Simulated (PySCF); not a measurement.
Bonds: C1-C2 1.508 Å, C2-N3 1.263 Å, C2-C4 1.424 Å, C4-C5 1.209 Å, C5-Si6 1.848 Å. C1 carries H7, H8, H9; N3 carries H10; Si6 carries H11, H12, H13.

Equivalent nuclei averaged, no solvent model, non-relativistic Hamiltonian, one computed conformer. Structure optimised with GFN2-xTB; NMR shieldings at PBE0/pcSseg-1/GIAO; PySCF 2.14.

Scale: TMS for ¹³C (186.93 ppm) and ¹H (31.72 ppm) and ²⁹Si (349.16 ppm); ¹⁵N (267.73 ppm) vs NH3 (reference shieldings calculated alike).

```
      atoms  nucleus  count  δ (ppm)
         C2      ¹³C      1    163.3
        Si6     ²⁹Si      1        ?
        H10       ¹H      1        ?
H11/H12/H13       ¹H      3     4.33
   H7/H8/H9       ¹H      3        ?
         N3      ¹⁵N      1    385.4
         C5      ¹³C      1     91.4
         C4      ¹³C      1    114.4
         C1      ¹³C      1     34.9
```

Question: Fill in the missing shifts.

Answer: 
- H10: 11.56 ppm, hydrogen on a nitrogen bonded to C
- H7/H8/H9: 2.14 ppm, hydrogen on a carbon bonded to C
- Si6: -98.0 ppm, silicon bonded to C, 3 H

OH/NH shifts are gas-phase values; hydrogen bonding in solution moves them, usually downfield. Shifts are as computed. Against solution values, carbons near 30 ppm lie about +3 ppm off and those near 130 ppm about +5 ppm. Of 1309 compounds with measured shifts, 239 miss one by over three times the rms of a fit or turn the order of signals round; such compounds aren't used in these exercises. Experimental scales use liquid or dissolved standards, which lie at an offset from isolated NH3 (liquid NH3: subtract about 20 ppm). Unscaled 15N shifts of sp2 nitrogen come out 20 to 40 ppm too high even then.
